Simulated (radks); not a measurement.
The numbers below are computed, except where a source is named.
Question: Species: Zr33+. Configuration: [He] 2s2 2p3. Code: a radial shooting solver on a logarithmic mesh with Libxc functionals. Model: scalar-relativistic Kohn-Sham, PBE, spin-polarised, spherical densities, finite nucleus; open shells are filled with parallel spins first (spin-orbit coupling, left out, can overturn this in heavy ions); Fermi nuclear charge, rms radius 4.2694 fm. Some entries of the table are withheld. Estimate them.

| orbital | occ. | eigenvalue (Ry) | <1/r> (bohr^-1) | r(max) (bohr) |
|---|---|---|---|---|
| 1s up | 1 | -1480.169 | 41.32 | 0.02412 |
| 1s down | 1 | -1478.243 | 41.36 | 0.02411 |
| 2s up | 1 | (1) | (2) | 0.1331 |
| 2s down | 1 | (3) | (4) | 0.1335 |
| 2p up | 3 | -313.4802 | 9.468 | 0.1053 |
| 2p down | 0 | -309.4879 | 9.427 | 0.1058 |

Answer: 
(1) 2s up eigenvalue (Ry): -328.5447
(2) 2s up <1/r> (bohr^-1): 9.748
(3) 2s down eigenvalue (Ry): -325.2114
(4) 2s down <1/r> (bohr^-1): 9.688
